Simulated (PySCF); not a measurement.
CH7ClOSi3, SMILES Cl[Si@@H]1OC[SiH2][SiH2]1. Atoms are numbered in the order given.

```xyz
13

Cl     2.2823    -0.8081    -0.4547
Si     0.7808    -0.2714     0.8810
O     -0.5112    -1.3126     0.7031
C     -1.3384    -1.2234    -0.4464
Si    -2.0235     0.5682    -0.6358
Si    -0.1550     1.7564     0.1543
H      1.2890    -0.4562     2.2619
H     -0.7787    -1.5113    -1.3560
H     -2.1593    -1.9484    -0.3319
H     -3.1855     0.7635     0.2842
H     -2.4441     0.8508    -2.0417
H      0.6547     2.4414    -0.8947
H     -0.4855     2.6941     1.2691
```

Geometry: PBE0-D3(BJ)/def2-SVP. The structure was generated by enumeration; whether it is a known compound was not checked. One conformer was computed; it need not be the lowest.

These are PBE0/pcSseg-1 (PySCF) values and carry that method's errors.

GIAO shieldings, no solvent; atoms listed in one row are averaged. δ = σ(ref) − σ: ³⁵Cl against HCl (σ = 945.9 ppm); ²⁹Si against TMS (σ = 352.7 ppm); ¹⁷O against H2O (σ = 334.2 ppm); ¹³C against TMS (σ = 186.3 ppm); ¹H against TMS (σ = 31.56 ppm), references at their B3LYP-D3(BJ)/def2-TZVP geometries, non-relativistic (without spin–orbit terms, shifts of atoms bonded to Cl or Br come out too high).

Question: Estimate the chemical shifts. (Estimate from the structure and the level; the computed values follow.)

Answer: 
| nucleus | atoms | count | δ (ppm) |
|---|---|---|---|
| ³⁵Cl | Cl1 | 1 | 62.4 |
| ²⁹Si | Si2 | 1 | 22.3 |
| ²⁹Si | Si5 | 1 | -65.6 |
| ²⁹Si | Si6 | 1 | -117.1 |
| ¹⁷O | O3 | 1 | 67.9 |
| ¹³C | C4 | 1 | 54.0 |
| ¹H | H7 | 1 | 6.15 |
| ¹H | H9 | 1 | 4.65 |
| ¹H | H11 | 1 | 4.42 |
| ¹H | H10 | 1 | 4.21 |
| ¹H | H8 | 1 | 3.85 |
| ¹H | H12, H13 | 2 | 3.58 |
